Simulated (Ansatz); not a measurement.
**Question.** Name a neutral molecule of C, O, Sb, Si and H with HOMO energy (PBE/def2-TZVPP) between -6.10 and -5.80 eV and LUMO energy (PBE0/def2-TZVPP) between -1.05 and -0.75 eV (Ansatz, PBE0-D4/def2-TZVP geometry).

**Answer.** `[OH][SbH][CH2][SiH3]` (-6.02 eV, -1.02 eV). Other molecules can fit too; these were computed, each in one conformer that needn't be the lowest.
